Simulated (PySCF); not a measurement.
# Excitation energy of Sb by level of theory

Sb [Kr] 4d10 5s2 5p3 (4S) → Sb [Kr] 4d10 5s2 5p2 6s1 (4P), as a difference of total energies. Computed with PySCF 2.14 in aug-cc-pwCVTZ-DK3 with one added diffuse shell each of s, p, d, f type (11s10p8d5f1g, 125 functions), with the spin-free X2C one-electron Hamiltonian (Gaussian nucleus). Correlated levels: valence: [Kr] 4d10 frozen; valence and next inner shell: [Ar] 3d10 frozen. The calculations carry no spin-orbit coupling.

```tsv
method	excitation energy (eV)
UHF	5.557
LDA	5.615
PBE	5.532
PBE0	5.680
r2SCAN	5.916
revPBE	5.530
wB97M-V	5.645
B97-3	5.649
MP2 (valence)	5.761
SCS-MP2 (valence)	5.710
MP2 (valence and next inner shell)	5.837
SCS-MP2 (valence and next inner shell)	5.749
```

Q: How much does correlation contribute at MP2 (valence and next inner shell)?

A: 5.837 − (5.557) = 0.280 eV, measured against UHF.

Errors of the correlated levels include the incompleteness of this basis and the frozen core.

For comparison: 5.789 eV (measured; NIST levels, between the centres of gravity of the two terms).
